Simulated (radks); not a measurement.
The numbers below are computed, except where a source is named.
Problem. Species: As. Configuration: [Ar] 3d10 4s2 4p3. Code: a radial shooting solver on a logarithmic mesh with Libxc functionals. Model: non-relativistic Kohn-Sham, PBE, spin-polarised, spherical densities, point nucleus; open shells are filled with parallel spins first. Some entries of the table are withheld. Estimate them.

orbital,occ.,eigenvalue (hartree),r(max) (bohr),<1/r> (bohr^-1)
1s up,1,-424.0612,0.03062,32.50
1s down,1,-424.0571,0.03062,32.50
2s up,1,-53.16214,0.1737,7.162
2s down,1,-53.16043,0.1737,7.162
2p up,3,-47.53915,0.1378,7.136
2p down,3,-47.53556,0.1378,7.136
3s up,1,-6.74745,0.5310,2.328
3s down,1,-6.74209,0.5311,2.328
3p up,3,-4.84942,0.5250,2.208
3p down,3,-4.84323,0.5251,2.209
3d up,5,(1),0.4762,1.910
3d down,5,(2),0.4760,1.917
4s up,1,-0.54306,1.659,0.6625
4s down,1,-0.45825,1.630,0.6706
4p up,3,(3),1.997,(4)
4p down,0,(5),1.986,(6)

Solution. 
(1) 3d up eigenvalue (hartree): -1.52360
(2) 3d down eigenvalue (hartree): -1.51410
(3) 4p up eigenvalue (hartree): -0.21886
(4) 4p up <1/r> (bohr^-1): 0.5182
(5) 4p down eigenvalue (hartree): -0.13437
(6) 4p down <1/r> (bohr^-1): 0.5050
